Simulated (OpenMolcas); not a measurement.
Ag2+ among 2 point charges of -2 e arranged as a linear pair (D∞h), 2.13 Å from the ion.

- Program: OpenMolcas
- Method: CASSCF
- Basis: ANO-RCC-VDZP [6s5p3d1f]
- Scalar Hamiltonian: DKH2, point nucleus
- Active space: 9 electrons in 5 orbitals (4d)
- State averaging: 2S+1 = 2 even, 5 roots
- Spin-orbit coupling: state interaction with AMFI integrals over the reference wave functions

(1) What is the spin-free ground state (labels by Λ)?

(2) Where is the first state of the same spin?

(3) What are the lowest two levels with spin-orbit coupling?

(4) What is χT at 300 K, and how does it compare with the textbook value?

Answers

(1) 2Σ, 1-fold in its orbital part, 100 % from free-ion D terms; it has the highest spin that d9 allows.

(2) 2Π at 4190 cm-1 above the ground state.

(3) A 2-fold level with g = 1.75, 3.35, 3.35, then a 2-fold level 3848 cm-1 above it. Their leading multiplicities are 2 (100 %) and 2 (100 %).

(4) The lowest level has 2S+1 = 2, for which the spin-only value is χT = S(S+1) / 2 = 0.375 cm3 K/mol (g = 2). The computed 0.865 at 300 K differs by +0.490, through orbital momentum, spin-orbit coupling and any other state in reach.

This is an electrostatic model: the charges have no orbitals. No measured value stands beside these numbers.
